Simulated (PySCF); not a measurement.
Job file and geometry (Å, from GFN2-xTB) of a spin–spin coupling run on SMILES C([SeH])c1ccc(Br)o1, C5H5BrOSe, B3LYP/pcJ-1 Br:pcSseg-1 Se:pcSseg-1 indirect spin-spin coupling, non-relativistic, gas phase (PySCF 2.14.0, density-fitted response routines); density fitting, a coarse starting grid and PySCF grid level 2 are the driver's defaults:

```
{"job": {"kind": "j", "xc": "B3LYP", "basis": "pcJ-1"}, "charge": 0, "multiplicity": 1}
Se    -2.540433     1.121590     0.982849
C     -1.744388    -0.263696    -0.224570
C     -0.277831    -0.268952    -0.126669
C      0.593543    -1.075018     0.549636
C      1.892624    -0.569708     0.302062
C      1.704784     0.513565    -0.500207
Br     2.919179     1.715208    -1.250196
O      0.404758     0.711572    -0.768877
H     -1.876428     2.227368     0.329762
H     -2.083859    -0.026215    -1.232522
H     -2.163917    -1.211667     0.107279
H      0.342790    -1.926080     1.147978
H      2.824789    -0.947481     0.665745
```

Problem. What does the program print?

Solution. 
```
coarse grid: 58104 points
cycle   1  E = -5243.9069581278  dE = -8.010e-01  |g| = 1.136e+00  |ddm| = 3.784e+00
cycle   2  E = -5243.8471649751  dE =  5.979e-02  |g| = 9.787e-01  |ddm| = 9.460e-01
cycle   3  E = -5243.9643104403  dE = -1.171e-01  |g| = 3.535e-01  |ddm| = 7.848e-01
cycle   4  E = -5243.9892800861  dE = -2.497e-02  |g| = 9.244e-02  |ddm| = 2.957e-01
cycle   5  E = -5243.9906618588  dE = -1.382e-03  |g| = 3.579e-02  |ddm| = 9.255e-02
cycle   6  E = -5243.9909359383  dE = -2.741e-04  |g| = 6.680e-03  |ddm| = 3.092e-02
cycle   7  E = -5243.9909431725  dE = -7.234e-06  |g| = 2.617e-03  |ddm| = 7.986e-03
final grid: 120256 points
cycle   8  E = -5243.9909045616  dE =  3.384e-06  |g| = 4.745e-03  |ddm| = 7.335e-03
cycle   9  E = -5243.9908922590  dE =  1.230e-05  |g| = 8.999e-03  |ddm| = 1.155e-02
cycle  10  E = -5243.9909095858  dE = -1.733e-05  |g| = 8.432e-04  |ddm| = 7.128e-03
cycle  11  E = -5243.9909097597  dE = -1.739e-07  |g| = 7.207e-05  |ddm| = 8.362e-04
cycle  12  E = -5243.9909097607  dE = -1.010e-09  |g| = 2.814e-05  |ddm| = 8.748e-05
cycle  13  E = -5243.9909097609  dE = -1.710e-10  |g| = 3.119e-06  |ddm| = 2.003e-05
converged SCF energy = -5243.9909097609

Indirect spin-spin couplings (Hz)
  i      j    bonds     total        FC       PSO       DSO        SD
  1 C    2 C    1     63.409    65.160    -2.136     0.385         -
  1 C    3 C    2      6.752     6.825    -0.100     0.028         -
  1 C    4 C    3      2.652     2.604     0.094    -0.046         -
  1 C    5 C    3      3.351     3.245     0.137    -0.031         -
  1 C    7 O    2    -11.303   -11.574     0.318    -0.047         -
  1 C    8 H    2     -0.746    -1.053     0.354    -0.047         -
  1 C    9 H    1    156.852   155.153     0.420     1.279         -
  1 C   10 H    1    155.069   153.370     0.433     1.266         -
  1 C   11 H    3      1.516     1.418     0.009     0.089         -
  1 C   12 H    4      0.341     0.280     0.343    -0.282         -
  2 C    3 C    1     76.475    84.335    -8.212     0.352         -
  2 C    4 C    2      0.768     0.800    -0.101     0.069         -
  2 C    5 C    2      7.075     6.283     0.694     0.099         -
  2 C    7 O    1     25.896    19.037     7.061    -0.202         -
  2 C    8 H    3      1.914     1.810    -0.230     0.334         -
  2 C    9 H    2     -7.461    -7.491    -0.212     0.242         -
  2 C   10 H    2      0.592     0.685    -0.369     0.276         -
  2 C   11 H    2     10.066    11.345    -1.124    -0.155         -
  2 C   12 H    3      8.252     8.273     0.406    -0.427         -
  3 C    4 C    1     56.491    61.143    -4.942     0.290         -
  3 C    5 C    2      4.487     4.028     0.357     0.103         -
  3 C    7 O    2      0.916    -0.420     1.349    -0.012         -
  3 C    8 H    4     -0.210    -0.211     0.136    -0.135         -
  3 C    9 H    3      5.218     5.146     0.361    -0.289         -
  3 C   10 H    3      2.430     2.516    -0.288     0.202         -
  3 C   11 H    1    182.991   181.715     0.235     1.041         -
  3 C   12 H    2      4.101     4.746    -0.352    -0.293         -
  4 C    5 C    1     85.852    92.396    -6.958     0.414         -
  4 C    7 O    2      0.566    -0.677     1.256    -0.012         -
  4 C   11 H    2      4.565     5.247    -0.407    -0.275         -
  4 C   12 H    1    188.154   186.863     0.201     1.091         -
  5 C    7 O    1     29.893    22.629     7.493    -0.229         -
  5 C    9 H    4      0.706     0.542     0.307    -0.142         -
  5 C   10 H    4      1.416     1.343     0.301    -0.228         -
  5 C   11 H    3     12.032    11.908     0.486    -0.362         -
  5 C   12 H    2      7.096     7.965    -0.855    -0.014         -
  7 O    9 H    3     -1.765    -1.753     0.185    -0.198         -
  7 O   10 H    3     -8.731    -8.832    -0.061     0.162         -
  7 O   11 H    3     -2.305    -2.530    -0.052     0.277         -
  7 O   12 H    3     -2.122    -2.285    -0.116     0.278         -
  8 H    9 H    3      3.712     3.302    -0.310     0.721         -
  8 H   10 H    3     10.398    12.181     1.888    -3.671         -
  8 H   11 H    5     -0.301     0.103     0.813    -1.217         -
  9 H   10 H    2    -12.336   -13.426     2.518    -1.427         -
  9 H   11 H    4     -0.637    -0.778     1.327    -1.186         -
  9 H   12 H    5      0.706     0.673     1.289    -1.256         -
 10 H   12 H    5      0.376     0.264     1.027    -0.915         -
 11 H   12 H    3      4.335     4.256     0.795    -0.716         -
```

Size and cost of the density-fitted run: 294 basis functions, 2.6 min wall time on 1 thread of an Arm Neoverse N1, shared host.
